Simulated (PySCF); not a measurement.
Gas-phase reaction: SnCl2 + HCl = SnHCl3, at 1400 K and a standard pressure of 1 bar. Level: PBE/def2-SVP.

Energies from PySCF, thermal terms from the rigid-rotor harmonic-oscillator model, ideal gas at 1 bar. All species are closed-shell singlets. Sn: scalar-relativistic def2 core potential, no spin-orbit coupling. SnHCl3: computed as isolated molecules; such fragments, hydroxides, amides, oligomers or adducts are transient or little studied in the gas. The harmonic model lacks anharmonicity and excited electronic states, which grow with temperature; levels with a mode under 35 cm⁻¹ are left out. Soft modes under 120 cm⁻¹ make the harmonic entropy rough for SnCl2, SnHCl3.

```tsv
species	E (Ha)	H(1400 K) − E (kJ/mol)	S°(1400 K) (J/mol/K)
SnCl2	-1134.14197	81.7	395.6
HCl	-460.46135	60.0	233.8
SnHCl3	-1594.61294	155.8	499.9
```
E: electronic energy; H − E holds the zero-point and thermal terms. 1 Ha = 2625.5 kJ/mol.

### Question
Work out ΔH°, ΔS°, ΔG° and log10 K from these numbers.

### Answer
1. ΔE = 1×(-1594.61294) − 1×(-1134.14197) − 1×(-460.46135) = -0.00962 Ha = -25.3 kJ.
2. Δ(H − E) = 1×(155.8) − 1×(81.7) − 1×(60.0) = 14.1 kJ, so ΔH° = -11.2 kJ.
3. ΔS° = 1×(499.9) − 1×(395.6) − 1×(233.8) = -129.5 J/K; the number of gas molecules changes by -1.
4. ΔG° = ΔH° − TΔS° = -11.2 − 1400×(-129.5)/1000 = 170.1 kJ.
5. log10 K = −ΔG°/(RT ln 10) = -6.35, with RT ln 10 = 26.80 kJ/mol; at standard pressures the reactants are favoured.
6. A shift of 10 kJ in ΔE would move log10 K by 0.37 here.
For scale, ΔH°(298 K) is -24 kJ at this level, -45 kJ at ωB97M-V/def2-TZVP†, and runs from -61 to 93 kJ over the 18 levels computed († marks an energy on the PBE0/def2-TZVP geometry).
